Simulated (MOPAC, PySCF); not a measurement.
CH3BN2, SMILES `[H]/N=C\N=B`, neutral singlet in the gas phase. 

Cartesian coordinates (Å):
```xyz
7

B      1.6248     0.4438     0.0662
N      0.5145    -0.0386    -0.2259
C     -0.6828    -0.6062    -0.5467
N     -1.7956    -0.0112    -0.6972
H      2.6612     0.9088     0.3407
H     -0.6463    -1.6895    -0.6819
H     -1.6760     0.9931    -0.5402
```
Charge 0, multiplicity 1.

All levels are single points at this geometry (r2SCAN-D4/def2-TZVP); Pople sets use spherical d functions. Orbital energies aren't observables, and empty levels follow the basis.

| level | HOMO (eV) | LUMO (eV) | gap (eV) | dipole (D) | vertical IE, Delta-SCF (eV) |
|---|---|---|---|---|---|
| r2SCAN-D4/def2-TZVP in PySCF | -6.81 | -1.86 | 4.95 | 3.04 | 10.16 |
| B3LYP/3-21G in PySCF | -7.12 | -0.80 | 6.32 | 2.51 | – |
| B3LYP/6-31G* in PySCF | -7.45 | -0.90 | 6.55 | 2.89 | 10.11 |
| BP86/6-31G* in PySCF | -6.28 | -1.82 | 4.47 | 2.67 | – |
| M06-2X/6-31G* in PySCF | -9.02 | 0.25 | 9.26 | 3.03 | – |
| PBE/6-31G* in PySCF | -6.17 | -1.72 | 4.44 | 2.64 | 9.99 |
| SVWN5/6-31G* in PySCF | -6.24 | -1.95 | 4.28 | 2.67 | – |
| HF/3-21G in PySCF | -10.37 | 3.30 | 13.66 | 3.38 | – |
| HF/6-31G* in PySCF | -10.36 | 3.24 | 13.60 | 3.75 | – |
| HF/STO-3G in PySCF | -8.52 | 6.77 | 15.30 | 2.43 | – |
| AM1 in MOPAC | -10.39 | 1.20 | 11.59 | 3.38 | – |
| PM3 in MOPAC | -11.04 | -0.01 | 11.04 | 0.28 | – |
| PM6 in MOPAC | -10.78 | 0.20 | 10.98 | 2.99 | – |
